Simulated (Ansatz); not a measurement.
C2H5NSe can be A, `C=NC[SeH]`, or B, `C[Se]C=N`.

Calculated with Ansatz (gas phase, PBE0-D4/def2-TZVP geometries, no zero-point term in ΔE). CCSD(T)/CBS adds triple-zeta CCSD(T) − MP2 to the extrapolated MP2 energy (def2 sets, frozen cores). Functionals use def2-TZVPP. B3LYP here is the variant with VWN-RPA as its local correlation; programs differ in this. For Se outer-core shells are correlated without core-valence functions, which leaves a few kJ/mol of doubt a bond. Scalar relativity is left out up to krypton. One conformer a species, not always the lowest.

**Question.** Which isomer does CCSD(T)/CBS put lower? Give the gap. (Best estimate.)

**Answer.** The calculation gave: B, by 8.4 kcal/mol.

**Question.** Give E(B) − E(A) in kcal/mol with CCSD(T)/def2-TZVPP, B2PLYP, CCSD/def2-TZVPP, B3LYP-D4, r2SCAN-D4, LDA (SPW92), B3LYP. (An estimate is asked.)

**Answer.** Ansatz gave: CCSD(T)/def2-TZVPP -8.2, B2PLYP -9.1, CCSD/def2-TZVPP -7.9, B3LYP-D4 -9.0, r2SCAN-D4 -10.5, LDA (SPW92) -8.8, B3LYP -9.1. None reverses the order clearly.

**Question.** Does the order hold for the free energy at 298.15 K (harmonic terms from PBE0-D4)? (Estimate.)

**Answer.** Ansatz gave: Yes: G(B) − G(A) = -7.9 kcal/mol, for one conformer each.

Largest T1 diagnostic: 0.011.

At CCSD(T), def2-SVP lies +4.1 kcal/mol from the extrapolated value and def2-TZVPP +0.2 kcal/mol. From BLYP to BHLYP (50 % exact exchange), in def2-TZVPP and without D4, E(B) − E(A) moves by +2.0 kcal/mol.
